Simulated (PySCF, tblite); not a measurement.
Compound: C₅H₉F₃NP.
Numbering: `[CH3:1][N:2]([CH3:3])[CH2:4]/[P:5]=[CH:6]\[C:7]([F:8])([F:9])[F:10]` (hydrogens: H11, H12, H13 on C1; H14, H15, H16 on C3; H17, H18 on C4; H19 on C6)

Structure optimised with GFN2-xTB, isolated species.

(1) List the bond lengths, angles and torsions at this level.

Results:

(1) 
| bond | length (Å) | order |
| --- | --- | --- |
| C1–N2, N2–C3 | 1.445 | single |
| N2–C4 | 1.430 | single |
| C4–P5 | 1.909 | single |
| P5=C6 | 1.672 | double |
| C6–C7 | 1.481 | single |
| C7–F8 | 1.341 | single |
| C7–F9, C7–F10 | 1.353 | single |
| C1–H11, C3–H14 | 1.102 | single |
| C1–H12 and 3 like bonds | 1.089 | single |
| C4–H17, C4–H18 | 1.094 | single |
| C6–H19 | 1.079 | single |

Bonds in one row agree within 0.01 Å and their mean is given. Orders are formal, as drawn. A selection of angles:
| angle | degrees |
| --- | --- |
| C1–N2–C3 | 112.3 |
| C1–N2–C4 | 112.5 |
| N2–C4–P5 | 115.1 |
| C4–P5–C6 | 102.4 |
| P5–C6–C7 | 128.4 |
| C6–C7–F8 | 112.0 |
| C6–C7–F9 | 113.6 |
| F8–C7–F9 | 105.9 |

Dihedral angles: C1–N2–C4–P5 64° (synclinal); N2–C4–P5–C6 178° (antiperiplanar); C4–P5–C6–C7 0° (synperiplanar); P5–C6–C7–F8 179° (antiperiplanar). The mirror-image conformer, all signs reversed, is as good.

N2 (tertiary amine nitrogen) is pyramidal (angles 112.5°, 112.5° and 112.3°, sum 337.3°, 0.40 Å off the plane of its three neighbours). Of the pairs four or more bonds apart, F10···H18 is among the closest relative to their van der Waals radii: 2.42 Å, 90 % of the sum of Bondi's values. The C–P distances run from 1.672 Å (P5=C6, drawn double) to 1.909 Å (C4–P5, drawn single), a spread of 0.237 Å.

Point group: near Cs, missed by 0.09 Å at most; the miss may be what the optimiser left on a soft mode. Its GFN2-xTB frequencies are all real (lowest 18 cm⁻¹). One conformer, not necessarily the lowest.

All values are computed, not measured.
